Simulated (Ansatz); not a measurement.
Cost and result for the atomization energy of C2H5ClFGaO, SMILES `CC[O][Ga]([F])[Cl]` (11 atoms, 10 bonds).

```xyz
11

C    -1.0379    0.6924    0.6962
C    -0.8809   -0.1876   -0.5216
O     0.1528   -1.1488   -0.3636
Ga    1.8459   -0.6845   -0.2759
F     2.2932    0.9802   -0.5478
Cl    3.3711   -2.0828    0.1080
H    -1.8854    1.3716    0.5725
H    -0.1446    1.3054    0.8526
H    -1.2106    0.0863    1.5881
H    -1.7970   -0.7602   -0.6964
H    -0.7065    0.4281   -1.4120
```

The species carries charge 0 and has multiplicity 1. Correlated methods include outer-core shells of Ga, which these sets cover unevenly. Scalar relativity is left out up to krypton. The geometry is a stationary point of PBE0-D4/def2-TZVP. It is one conformer, not always the lowest. Program: Ansatz. All runs use 2 threads of an AMD EPYC 7R13 on a shared host and a share of an NVIDIA H100 80 GB. Times are those of one run each, without the atoms' runs, and a repeat can differ threefold. Electronic energies, without spin–orbit coupling; frozen cores. CCSD(T)/CBS adds CCSD(T) − MP2 in def2-TZVPP to the MP2 limit, and its time is that of the two runs behind it. T1 = 0.013. With those shells the extrapolation isn't a true limit. B3LYP takes the VWN-RPA correlation (the form of Gaussian; ORCA's B3LYP/G). HSE06 is the plane-wave form, built on full-range PBE exchange.

CCSD(T)/CBS is a level of theory with its own doubt, some kJ/mol a heavy atom from the limit and from the frozen cores, so smaller differences don't rank the functionals.

```json
{"level": "MP2/def2-QZVPP", "functions": "537", "atomization (kcal/mol)": "998.4", "difference from CCSD(T)/CBS": "17.5", "per bond": "1.7"}
{"level": "CCSD(T)/CBS(def2)", "functions": "–", "atomization (kcal/mol)": "980.9", "difference from CCSD(T)/CBS": "0.0", "per bond": "0.0"}
{"level": "r2SCANh-D4/def2-TZVPP", "functions": "284", "atomization (kcal/mol)": "975.6", "difference from CCSD(T)/CBS": "-5.3", "per bond": "-0.5"}
{"level": "B3LYP-D4/def2-TZVPP (with forces)", "functions": "284", "atomization (kcal/mol)": "969.7", "difference from CCSD(T)/CBS": "-11.2", "per bond": "-1.1"}
{"level": "HSE06-D4/def2-TZVPP", "functions": "284", "atomization (kcal/mol)": "978.0", "difference from CCSD(T)/CBS": "-2.9", "per bond": "-0.3"}
{"level": "PBE-D4/def2-TZVPP (with forces)", "functions": "284", "atomization (kcal/mol)": "996.8", "difference from CCSD(T)/CBS": "15.9", "per bond": "1.6"}
{"level": "r2SCAN-D4/def2-TZVPP (with forces)", "functions": "284", "atomization (kcal/mol)": "983.4", "difference from CCSD(T)/CBS": "2.5", "per bond": "0.2"}
{"level": "PBE-QIDH/def2-TZVPP", "functions": "284", "atomization (kcal/mol)": "976.2", "difference from CCSD(T)/CBS": "-4.7", "per bond": "-0.5"}
{"level": "CCSD(T)/def2-SVP", "functions": "131", "atomization (kcal/mol)": "934.0", "difference from CCSD(T)/CBS": "-46.9", "per bond": "-4.7"}
{"level": "ωB97X-V/def2-TZVPP", "functions": "284", "atomization (kcal/mol)": "981.0", "difference from CCSD(T)/CBS": "0.1", "per bond": "0.0"}
{"level": "LDA (SPW92)/def2-TZVPP", "functions": "284", "atomization (kcal/mol)": "1126.8", "difference from CCSD(T)/CBS": "145.9", "per bond": "14.6"}
{"level": "CAM-B3LYP-D4/def2-TZVPP", "functions": "284", "atomization (kcal/mol)": "978.8", "difference from CCSD(T)/CBS": "-2.1", "per bond": "-0.2"}
{"level": "CCSD(T)/def2-TZVPP", "functions": "284", "atomization (kcal/mol)": "959.2", "difference from CCSD(T)/CBS": "-21.7", "per bond": "-2.2"}
```

Question: Order the runs by time, with rough figures. (Best estimate.)

Answer: Computed: LDA (SPW92)/def2-TZVPP 2.3 s; r2SCANh-D4/def2-TZVPP 2.4 s; CCSD(T)/def2-SVP 2.5 s; r2SCAN-D4/def2-TZVPP (with forces) 2.6 s; CAM-B3LYP-D4/def2-TZVPP 2.8 s; B3LYP-D4/def2-TZVPP (with forces) 2.8 s; HSE06-D4/def2-TZVPP 3.1 s; PBE-D4/def2-TZVPP (with forces) 3.1 s; PBE-QIDH/def2-TZVPP 3.3 s; ωB97X-V/def2-TZVPP 3.5 s; MP2/def2-QZVPP 6.5 s; CCSD(T)/def2-TZVPP 6.5 s; CCSD(T)/CBS(def2) 13 s.

In def2-TZVPP, CCSD(T) changes the Hartree–Fock value by +246.2 kcal/mol (the triples alone add +15.9 kcal/mol) and MP2 by +272.4 kcal/mol; breaking electron pairs costs correlation energy, which Hartree–Fock lacks. From r2SCAN to r2SCAN0 (25 % exact exchange), in def2-TZVPP and without D4, the atomization energy moves by −18.9 kcal/mol: exact exchange takes away binding that semilocal exchange gives to molecules. The D4 term adds +9.2 kcal/mol with B3LYP and +4.9 kcal/mol with PBE0; it sums over pairs of atoms, weighted by their polarisabilities, and B3LYP, whose exchange is more repulsive, gets the larger term.
